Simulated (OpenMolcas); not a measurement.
Pt2+ with its 6 nearest chloride ions at 2.651 Å, on the Na site of NaCl (a = 5.64056 Å, distance in the model lattice 2.820 Å). The rest of the host is ab initio model potentials to 7.6 Å, with orthogonalisation functions on the cations behind the ligands, and point charges beyond; the distance is set by hand and nothing relaxes, and no local charge compensation is placed. Ligand basis ANO-RCC-VDZP.
```
Pt    0.0000    0.0000    0.0000
Cl    2.6510    0.0000    0.0000
Cl    0.0000    2.6510    0.0000
Cl   -2.6510    0.0000    0.0000
Cl    0.0000   -2.6510    0.0000
Cl    0.0000    0.0000    2.6510
Cl    0.0000    0.0000   -2.6510
```

* Program: OpenMolcas
* Method: SS-CASPT2, IPEA 0.25 Eh, imaginary shift 0.1 Eh (closed shells correlated: 5s 5p and the ligand valence shells)
* Basis: ANO-RCC-VDZP [7s6p4d2f]
* Scalar Hamiltonian: DKH2, point nucleus
* Active space: 8 electrons in 5 orbitals (5d)
* State averaging: 2S+1 = 3 even, 10 roots; 2S+1 = 1 even, 15 roots
* Spin-orbit coupling: state interaction with AMFI integrals over the reference wave functions

What is the spin-free ground state (labels of O, the rotations of Oh)?

3A2, 1-fold in its orbital part; it has the highest spin that d8 allows.

Where is the first state of the same spin?

3T2 at 13100 cm-1 above the ground state.

What are the lowest two levels with spin-orbit coupling?

A 3-fold level T2, then a 2-fold level E 5470 cm-1 above it. Their leading multiplicities are 3 (98 %) and 1 (75 %).

What is χT at 300 K, and how does it compare with the textbook value?

The lowest level has 2S+1 = 3, for which the spin-only value is χT = S(S+1) / 2 = 1.000 cm3 K/mol (g = 2). The computed 1.774 at 300 K differs by +0.774, through orbital momentum, spin-orbit coupling and any other state in reach.

Roots that are degenerate in the reference are averaged as groups; the widest CASPT2 spread within a group is 92 cm-1 (the 3-fold group of multiplicity 3 near 13100 cm-1 above the lowest state of its run). Shifts and gaps below about the spread of the groups concerned are not significant. Over all roots computed the reference weight is 0.66 to 0.67; a low but even weight reflects the number of correlated electrons. Real 4d8 and 5d8 ions are as a rule square planar and diamagnetic. The least metal-like active orbital is 83 % on the metal (Löwdin) and no ligand orbital is active, so the numbers are rough. Ligand-to-metal charge-transfer states are missing. With no ligand orbital active B as a rule stays too high, so bands that hang on it stand too high and its fall with covalency is understated. With one d shell and no ligand orbital active, 10Dq can be off by a tenth or more. No measured value stands beside these numbers; the geometry was set by hand and not optimised.
